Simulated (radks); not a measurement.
Species: Ag3+. Configuration: [Kr] 4d8 (the NIST ground configuration). Calculated with a radial shooting solver on a logarithmic mesh with Libxc functionals: scalar-relativistic Kohn-Sham, SCAN, spin-polarised, spherical densities, finite nucleus; open shells are filled with parallel spins first (spin-orbit coupling, left out, can overturn this in heavy ions); meta-GGA in the generalised Kohn-Sham scheme; Fermi nuclear charge, rms radius 4.5454 fm.

Radial electron density D(r) = 4 pi r^2 rho(r):

| r (bohr) | D(r) (e/bohr) | spin D(r) |
|---|---|---|
| 0.003292 | 9.419 | -0.000113 |
| 0.003772 | 11.62 | -0.000140 |
| 0.004356 | 14.42 | -0.000173 |
| 0.004991 | 17.54 | -0.000210 |
| 0.005764 | 21.38 | -0.000255 |
| 0.006604 | 25.51 | -0.000303 |
| 0.007626 | 30.37 | -0.000360 |
| 0.008808 | 35.64 | -0.000420 |
| 0.01009 | 40.82 | -0.000480 |
| 0.01165 | 46.27 | -0.000543 |
| 0.01335 | 51.07 | -0.000599 |
| 0.01542 | 55.39 | -0.000652 |
| 0.01767 | 58.37 | -0.000692 |
| 0.0204 | 60.03 | -0.000718 |
| 0.02356 | 60.00 | -0.000716 |
| 0.02699 | 58.53 | -0.000664 |
| 0.03117 | 55.97 | -0.000486 |
| 0.03572 | 53.44 | -0.0000591 |
| 0.04125 | 51.77 | 0.000982 |
| 0.04726 | 52.18 | 0.00310 |
| 0.05458 | 55.36 | 0.00766 |
| 0.06303 | 61.15 | 0.0164 |
| 0.07221 | 67.77 | 0.0312 |
| 0.0834 | 73.76 | 0.0573 |
| 0.09555 | 76.20 | 0.0956 |
| 0.1103 | 73.90 | 0.153 |
| 0.1264 | 67.52 | 0.225 |
| 0.146 | 58.92 | 0.315 |
| 0.1686 | 52.38 | 0.407 |
| 0.1932 | 50.83 | 0.474 |
| 0.2231 | 54.16 | 0.496 |
| 0.2556 | 59.06 | 0.452 |
| 0.2952 | 61.15 | 0.329 |
| 0.3382 | 56.87 | 0.171 |
| 0.3906 | 45.98 | 0.0244 |
| 0.4511 | 32.61 | -0.00625 |
| 0.5168 | 22.48 | 0.143 |
| 0.5968 | 17.20 | 0.503 |
| 0.6838 | 16.80 | 0.985 |
| 0.7897 | 18.24 | 1.51 |
| 0.9047 | 18.57 | 1.84 |
| 1.045 | 16.59 | 1.93 |
| 1.207 | 12.83 | 1.74 |
| 1.382 | 8.895 | 1.37 |
| 1.597 | 5.380 | 0.930 |
| 1.829 | 3.021 | 0.572 |
| 2.112 | 1.462 | 0.292 |
| 2.42 | 0.6541 | 0.131 |
| 2.795 | 0.2403 | 0.0462 |
| 3.228 | 0.07312 | 0.0129 |
| 3.698 | 0.01930 | 0.00298 |
| 4.271 | 0.003631 | 0.000461 |
| 4.893 | 0.0005644 | 0.0000542 |

D(r) has 4 maxima, at r = 0.0219, 0.0963, 0.288, 0.869 bohr, and minima at 0.0433, 0.189, 0.647 bohr, inside which lie 2.01, 11.17, 29.00 electrons.
